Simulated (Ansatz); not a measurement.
A search over several starts for the lowest SCF solution of SnTe₂⁻ at the given spin, in a small basis.

```yaml
crystal:
  periodic: [false, false, false]
  atoms:
    - {symbol: Sn, position_ang: [-0.251247, -1.268938, -0.927681]}
    - {symbol: Te, position_ang: [-1.124865, 1.185968, 0.048135]}
    - {symbol: Te, position_ang: [1.376102, 0.082970, 0.879547]}
basis:
  gaussian: {orbitals: def2-SVP}
total_charge: -1
magnetization: {spin_polarized: true, initial_magnetization: 1}
hamiltonian: {xc: pbe0, dispersion: d4}
output: {orbitals: {seedname: orbitals}}
```

```sh
$ ansatz run in.yaml --threads 4 --pin off --events-out ev --progress --plain --max-ram 3916MiB
```

It prints (some lines left out):

```
Functional definition: PBE0
1009 factors; integrals over basis functions are off by at most 1.9e-4 eV
mean field evaluation 1: about -20421.5978 eV, gradient 9.4e0 eV
mean field evaluation 2: about -20421.4456 eV, gradient 1.0e1 eV
mean field evaluation 4: about -20422.2279 eV, gradient 6.5e-1 eV
mean field evaluation 8: about -20422.2883 eV, gradient 2.5e-2 eV
mean field evaluation 16: about -20422.2884 eV, gradient 3.8e-5 eV
mean field evaluation 32: about -20421.7190 eV, gradient 9.3e-1 eV
mean field -20422.28835090 eV, -750.5052541712 hartree, gradient 8.9e-6 eV, S^2 0.754359; 5 other end points of the search recorded, 0 dependent functions left out
reference -20422.28837163 eV, -750.5052549333 hartree; 36, 35 occupied and 42, 43 virtual orbitals, 1009 factors
Total energy: -20422.44823144 eV, -750.5111296727 hartree
```

Run time 4.2 s (4 threads of Arm Neoverse V2 on a shared host).

Other converged states that the search met: 0.61 eV higher (⟨S²⟩ = 0.76).

In the def2 sets Sn, Te take a core potential; there is no spin–orbit coupling. The highest occupied level of the charge -1 doublet lies above zero (up to 0.36 eV). By energy differences its removal costs 1.48 eV (vertical, to the charge 0 singlet, at PBE0-D4/def2-TZVPD). The structure comes from a short search, and lower isomers may exist.
